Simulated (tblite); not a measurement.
C6H5O2 (doublet state).
Numbering: `[CH3:1][C:2](=[O:3])[C@@H:4]1[C:5]=[C:6]1[CH:7]=[O:8]` (hydrogens: H9, H10, H11 on C1; H12 on C4; H13 on C7)
Bond orders are those of one Lewis drawing.

Computed with GFN2-xTB (tblite), gas phase: L-BFGS steps from a force-field or distance-geometry start until the largest atomic force falls under 0.01 eV/Å.

Step 10: E = -634.0975 eV
```
atom  x, y, z in Å  |  force x, y, z in eV/Å
C1     -1.6310   -0.0499    0.5858   -0.033  -0.010   0.006
C2     -1.0510    0.9976   -0.3245    0.068  -0.007   0.077
O3     -1.5407    2.0926   -0.4720    0.039   0.019  -0.009
C4      0.1858    0.6170   -1.0474   -0.015  -0.005  -0.026
C5      0.4012   -0.7649   -1.5204    0.050   0.023  -0.016
C6      1.1608   -0.5793   -0.4927   -0.027  -0.063  -0.022
C7      2.1202   -0.8658    0.5230    0.009   0.042   0.054
O8      2.5163   -0.0775    1.3442   -0.013  -0.033  -0.009
H9     -1.1518    0.0029    1.5632    0.061   0.037  -0.039
H10    -2.6892    0.1491    0.7223   -0.062  -0.019   0.025
H11    -1.4742   -1.0444    0.1799   -0.045  -0.048  -0.011
H12     0.6710    1.4394   -1.5630   -0.007  -0.009  -0.012
H13     2.4782   -1.9166    0.4839   -0.026   0.073  -0.017
```

Step 11: E = -634.0985 eV
```
atom  x, y, z in Å  |  force x, y, z in eV/Å
C1     -1.6329   -0.0502    0.5862   -0.015  -0.013  -0.007
C2     -1.0510    0.9962   -0.3228    0.044   0.059   0.003
O3     -1.5378    2.0934   -0.4706    0.056  -0.032   0.014
C4      0.1834    0.6150   -1.0499    0.006   0.010  -0.001
C5      0.4051   -0.7662   -1.5224   -0.007   0.021  -0.071
C6      1.1599   -0.5797   -0.4928    0.010  -0.049   0.027
C7      2.1190   -0.8649    0.5230   -0.001   0.035   0.031
O8      2.5165   -0.0791    1.3447   -0.003   0.036   0.037
H9     -1.1495    0.0046    1.5609    0.051   0.023  -0.016
H10    -2.6910    0.1493    0.7243   -0.048  -0.022   0.024
H11    -1.4748   -1.0443    0.1788   -0.056  -0.044   0.001
H12     0.6710    1.4392   -1.5615   -0.025  -0.023  -0.013
H13     2.4778   -1.9128    0.4843   -0.012  -0.002  -0.031
```

Question: Estimate the geometry and energy of step 12. (The exact step hangs on the optimiser's Hessian estimate; all steps are aligned on step 11, rigid shifts and turns removed.)

Answer: E = -634.0991 eV, largest force 0.096 eV/Å
```
atom  x, y, z in Å  |  force x, y, z in eV/Å
C1     -1.6345   -0.0508    0.5865    0.003  -0.004  -0.017
C2     -1.0502    0.9967   -0.3211    0.060  -0.072  -0.022
O3     -1.5348    2.0929   -0.4697    0.002   0.089   0.014
C4      0.1822    0.6139   -1.0514    0.029  -0.002   0.017
C5      0.4075   -0.7664   -1.5246   -0.016   0.027  -0.062
C6      1.1592   -0.5811   -0.4926    0.000  -0.023   0.020
C7      2.1182   -0.8638    0.5235   -0.004   0.024   0.017
O8      2.5166   -0.0795    1.3457   -0.004   0.071   0.054
H9     -1.1470    0.0062    1.5590    0.034   0.007  -0.006
H10    -2.6931    0.1488    0.7258   -0.018  -0.022   0.023
H11    -1.4764   -1.0452    0.1782   -0.059  -0.024   0.011
H12     0.6706    1.4388   -1.5611   -0.028  -0.023  -0.017
H13     2.4773   -1.9101    0.4839    0.001  -0.046  -0.032
```

The energy changes by -0.0007 eV. The first-order estimate −F·Δx gives -0.0011 eV and the mean of the old and new forces, exact on a quadratic surface, -0.0007 eV. The step makes an angle of 50° with the force vector and moves no atom by more than 0.004 Å.

The cost below is that of the whole relaxation. Hardware: one thread, Arm Neoverse V1 (aarch64), no GPU (shared host). Cost: 0.34 s.
